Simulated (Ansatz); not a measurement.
Isolated molecules relaxed with PBE0-D4/def2-TZVP in Ansatz; ΔE leaves out vibrations. CBS: MP2 limit from def2 TZ/QZ plus the TZ coupled-cluster correction, frozen cores. DFT in def2-TZVPP. def2 core potentials past Kr. For Te outer-core shells are correlated without core-valence functions, which leaves a few kJ/mol of doubt a bond.

Consider the substitution at a C–C bond: `C#C/C=C/F` + H₂Te → `C#C[TeH]` + `C=CF`.

```tsv
level	ΔE (kJ/mol)
PBE-D4	26.8
B2PLYP	18.8
RPA@PBE/def2-TZVPP	10.1
MP2/CBS(def2)	9.6
```

Q: What does CCSD(T)/CBS give? (Best estimate.)

A: Computed: +11.7 kJ/mol. The listed levels differ from it by 15.1, 7.1, -1.6, -2.1 kJ/mol.

Largest T1 diagnostic among the species: 0.013.

In def2-TZVPP, CCSD(T) changes the Hartree–Fock value by −6.0 kJ/mol (the triples alone add −0.4 kJ/mol) and MP2 by −8.0 kJ/mol. At CCSD(T), def2-SVP lies +25.6 kJ/mol from the extrapolated value and def2-TZVPP +2.6 kJ/mol. Leaving LDA and LC-ωPBE aside and taking each functional with its dispersion term where it has one, the values, not all of them listed here, spread over 9.1 kJ/mol, from ωB97M-V to r2SCAN-D4. LDA lies +12.4 kJ/mol from PBE without D4.
